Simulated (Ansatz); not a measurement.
Stretching the Cd1–H2 bond in CdH3N (SMILES [NH2][CdH]) (multiplicity 1 held, fragments rigid). Energies count from the point at 1.656 Å.
Geometry at that point (charge 0, multiplicity 1):
```xyz
5

Cd    -0.19315    -0.04078    -0.22747
H     -1.20928    -0.23635    -1.52039
N      1.16168     0.26843     1.25041
H      1.49907    -0.57553     1.69862
H      0.84969     0.89031     1.98724
```

Restricted levels (R-, RO-) in cc, def2 and unpolarised 6-31G sets keep to the state of the molecule at rest. Unrestricted levels (U-) break spin symmetry where that is lower. Active spaces are followed from a long bond inwards. Curves can end on different states.

Frozen-core correlation.

Programs: Ansatz (a first-principles code) with Gaussian orbitals. Values without a source in brackets are computed. In def2 rows elements past Kr take small-core potentials, without spin–orbit coupling.

Energies in kJ/mol.

| R (Å) | U-SCS-MP2/def2-SVP | R-CCSD/def2-SVP | U-CCSD/def2-SVP | FIC-MRCISD+Q on CASSCF(2,2)/def2-SVP |
|---|---|---|---|---|
| 1.325 | 111 | 114 | 114 | 115 |
| 1.490 | 21 | 23 | 23 | 23 |
| 1.656 | 0 | 0 | 0 | 0 |
| 1.822 | 14 | 12 | 12 | 12 |
| 1.987 | 46 | 41 | 41 | 40 |
| 2.236 | 107 | 98 | 98 | 95 |
| 2.484 | 189 | 155 | 157 | 150 |
| 2.898 | 261 | 232 | 236 | 222 |
| 3.312 | 284 | 283 | 278 | ___ |
| 3.809 | 293 | 317 | 293 | 290 |
| 4.471 | 296 | 336 | 296 | ___ |
| 5.299 | 297 | 344 | 297 | ___ |

**Question.** Some entries are withheld; supply them.

**Answer.** 
- 4.471, FIC-MRCISD+Q on CASSCF(2,2)/def2-SVP: 300
- 3.312, FIC-MRCISD+Q on CASSCF(2,2)/def2-SVP: 266
- 5.299, FIC-MRCISD+Q on CASSCF(2,2)/def2-SVP: 303

Doubts at one or more of the structures used: a spin-contaminated determinant (U-SCS-MP2/def2-SVP, U-CCSD/def2-SVP); a restricted determinant that unrestricted orbitals would lower (R-CCSD/def2-SVP); other coupled-cluster roots lie near (R-CCSD/def2-SVP); T1 above 0.05 (R-CCSD/def2-SVP).
